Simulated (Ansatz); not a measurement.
Program: Ansatz. Geometries: PBE0-D4/def2-TZVP. ΔE: electronic, gas phase. CBS: MP2 limit from def2 TZ/QZ plus the TZ coupled-cluster correction, frozen cores. Functionals use def2-TZVPP. B3LYP here is the variant with VWN-RPA as its local correlation; programs differ in this. For Ga, Ge outer-core shells are correlated without core-valence functions, which leaves a few kJ/mol of doubt a bond. Scalar relativity is left out up to krypton.

Consider the formal exchange of groups at a C–Ga bond: `C#[C][Ga]([CH3])[C]#C` + `[CH3][GeH2][CH3]` → `C#[C][GeH]([CH3])[CH3]` + `C#[C][GaH][CH3]`.

```csv
level,ΔE (kJ/mol),difference from CCSD(T)/CBS
PBE-D4,16.9,-2.6
r2SCAN-D4,17.9,-1.6
PBE0-D4,16.9,-2.6
B3LYP-D4,17.5,-2.0
ωB97X-V,16.3,-3.2
ωB97M-V,15.9,-3.6
B2PLYP,18.5,-1.0
PBE,17.7,-1.8
r2SCAN,18.1,-1.4
PBE0,17.6,-1.9
B3LYP,18.8,-0.7
HF/def2-TZVPP,18.6,-0.9
MP2/def2-TZVPP,17.2,-2.3
SCS-MP2/def2-TZVPP,17.1,-2.4
CCSD/def2-TZVPP,17.8,-1.7
CCSD(T)/def2-TZVPP,17.8,-1.7
HF/def2-QZVPP,19.0,-0.5
MP2/def2-QZVPP,18.2,-1.3
SCS-MP2/def2-QZVPP,18.1,-1.4
HF/CBS(def2),19.1,-0.4
MP2/CBS(def2),18.8,-0.7
CCSD/CBS(def2),19.4,-0.1
CCSD(T)/CBS,19.5,0
```

Largest T1 diagnostic among the species: 0.013.
